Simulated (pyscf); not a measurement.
PySCF, gas phase, ωB97X-D3(BJ)/def2-SVP geometries. MP2 and CC: frozen core, UHF for open shells. ΔMP2 is the change of the MP2 total energy from the triple- to the quadruple-zeta basis. Singlets are restricted, triplets unrestricted.

Singlet (Å):
```xyz
4

Ge     0.2261    -0.8580     0.4695
Te    -1.7543     0.6479     0.8135
H     -0.4605    -1.5908    -0.7569
H     -2.7177     0.0825    -0.4119
```

Triplet (Å):
```xyz
4

Ge     0.4250     1.3377     0.6432
Te     1.0570     0.1360    -1.4602
H      0.2219     0.4821     1.9279
H     -0.5002    -0.0410    -2.0186
```

Task: For these two minima of :HGe–TeH, which spin state lies lower at CCSD(T)/def2-TZVPP + ΔMP2(QZVPP), and by how much (electronic energies)?

Result: The singlet, by 1.51 eV. Zero-point energy shifts E(triplet) − E(singlet) by -0.02 eV. Other isomers of :HGe–TeH [singlet] were not searched in full and may lie lower. 

E(triplet) − E(singlet) by level (eV):

```json
[
 {"level": "ωB97X-D3(BJ)/def2-TZVP", "gap": "+1.51"},
 {"level": "PBE/def2-TZVP", "gap": "+1.42"},
 {"level": "r²SCAN/def2-TZVP", "gap": "+1.24"},
 {"level": "B3LYP-D3(BJ)/def2-TZVP", "gap": "+1.50"},
 {"level": "PBE0-D3(BJ)/def2-TZVP", "gap": "+1.34"},
 {"level": "M06-2X/def2-TZVP", "gap": "+1.21"},
 {"level": "ωB97M-D3(BJ)/def2-TZVP", "gap": "+1.49"},
 {"level": "HF/def2-TZVP", "gap": "+0.79"},
 {"level": "MP2/def2-QZVPP", "gap": "+1.48"},
 {"level": "CCSD/def2-TZVPP", "gap": "+1.36"},
 {"level": "CCSD(T)/def2-TZVPP", "gap": "+1.41"},
 {"level": "CCSD(T)/def2-TZVPP + ΔMP2(QZVPP)", "gap": "+1.51"}
]
```

The triplet is the lowest one reached from the SCF start used. The CCSD(T) − MP2 part came from Ansatz, without density fitting, on the same reference. The frozen core leaves the outer d or s,p core shells of the metals and heavy elements correlated in the MP2 and CC values, and def2-TZVPP describes them poorly, which can shift differences by a few kcal/mol. Elements up to Kr have no core potential and no relativistic terms here. Elements past Kr carry the def2 core potentials, without spin-orbit coupling.
